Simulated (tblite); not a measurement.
Species: C6H10P (charge +1).
Cartesian coordinates in Å at the GFN2-xTB level; atoms count from 1:
```xyz
17
C6H10P angstrom
C     -2.561   -0.008    0.066
C     -1.313    0.702   -0.454
P      0.142   -0.378   -0.288
C      1.728    0.319   -0.748
C      2.537    0.258    0.323
C      1.945   -0.333    1.518
C      0.670   -0.738    1.385
H     -3.424    0.642   -0.058
H     -2.751   -0.929   -0.483
H     -2.469   -0.244    1.123
H     -1.109    1.619    0.108
H     -1.413    0.960   -1.514
H     -0.095   -1.550   -0.973
H      1.973    0.709   -1.720
H      3.556    0.612    0.329
H      2.514   -0.425    2.429
H      0.064   -1.205    2.141
```

All values are computed: GFN2-xTB (tblite) harmonic vibrations without scaling, gas phase. The method is semi-empirical: single wavenumbers can be off by several per cent or more. Modes of hydrogen on phosphorus can be 10 to 20 % off. One conformer, not necessarily the lowest.

Harmonic wavenumbers (cm⁻¹): 63.7, 104.9, 132.0, 215.3, 272.1, 369.0, 443.6, 516.0, 667.5, 684.4, 697.6, 711.9, 759.6, 767.5, 790.5, 842.4, 875.8, 885.9, 906.0, 984.3, 997.0, 1009.9, 1053.8, 1071.4, 1075.5, 1183.1, 1199.3, 1219.6, 1273.6, 1386.7, 1414.6, 1468.7, 1474.6, 1504.1, 1579.3, 2404.5, 2933.2, 2941.7, 3033.1, 3043.2, 3055.7, 3107.5, 3111.7, 3122.5, 3124.2.

A = 5056, B = 1522, C = 1287 MHz; mass 113.052 u (most abundant isotopes); point group C1, symmetry number 1.

Q: Zero-point energy?

A: ½Σν̃ = 30239 cm⁻¹ = 361.74 kJ/mol.

Q: Give the ideal-gas entropy at 273.15 K and 1 bar in the rigid-rotor, harmonic-oscillator model (classical rotation).

A: Translation 166.00, rotation 115.54, vibration 75.32: S = 356.9 J/(mol K).

Q: And Cp and H(273.15 K) − H(0)?

A: Cp = 125.03 J/(mol K), of which vibrations give 91.77 (their classical limit is 45 R = 374.2); H(273.15 K) − H(0) = 20.52 kJ/mol without the zero-point energy, 11.44 from vibrations.

Q: Blend soft modes into free rotors: weight 1/[1 + (100 cm⁻¹/ν̃)⁴] for the oscillator and the rest for a rotor with moment μB/(μ + B), μ = h/(8π²ν), B = 10⁻⁴⁴ kg m². What vibrational entropy results?

A: 70.83 J/(mol K) in place of 75.32, which changes −T·S at 273.15 K by +1.23 kJ/mol.

Q: Which modes carry the vibrational entropy at 273.15 K?

A: 63.7 cm⁻¹: 17.43; 104.9 cm⁻¹: 13.35; 132.0 cm⁻¹: 11.50; 215.3 cm⁻¹: 7.70; 272.1 cm⁻¹: 6.00; 369.0 cm⁻¹: 3.99 J/(mol K); the other 39 give 15.35 together.

Q: What must be added to the electronic energy to get the Gibbs energy at 273.15 K and 1 bar?

A: ZPE + [H(273.15 K) − H(0)] − T·S = 361.74 + 20.52 − 97.47 = 284.79 kJ/mol.

Hindered rotation and anharmonicity are outside this model. Other conformers, if any are populated, would add a mixing term that is left out. The structure is chiral; the term R ln 2 for an equal mix with its mirror image is left out.
